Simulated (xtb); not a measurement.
C₃H₅F₃, SMILES C[C@@H](F)C(F)F. All values are semi-empirical tight-binding results from xtb (GFN2-xTB unless named), good for trends rather than for accurate numbers. The structure is a stationary point at GFN2-xTB. The structure was generated by enumeration; whether it is a known compound was not checked. The values are those of a single conformer.

Problem. Estimate the properties. (The exact figures need the calculation; the answer reports its results.)

Solution. 
- orbital gap = 12.32 eV
- dipole moment = 4.35 D
- zero-point energy = 49.0 kcal/mol
- G − E(el) at 298.15 K (modified RRHO) = 29.8 kcal/mol
- static polarisability (D4 model) = 42.7 bohr³
- solvation energy, GFN2-xTB/ALPB(water) = -4.7 kcal/mol
- solvation energy, GFN2-xTB/ALPB(dmf) = -5.1 kcal/mol

Problem. Give the IR lines (harmonic; lines under 4 % of the strongest left out, lines within 3 cm⁻¹ merged). (An estimate is asked for; the answer gives what the named calculation found.)

Solution. ν (cm⁻¹): 453 (m), 687 (m), 832 (m), 999 (s), 1070 (vs), 1090 (w), 1152 (s), 1251 (w), 1268 (w), 1286 (w), 1296 (w), 1400 (w), 1480 (w), 2885 (m), 2919 (m), 3058 (w) (against the strongest line: vs over 80 %, s over 45 %, m over 15 %, w over 4 %, vw less)
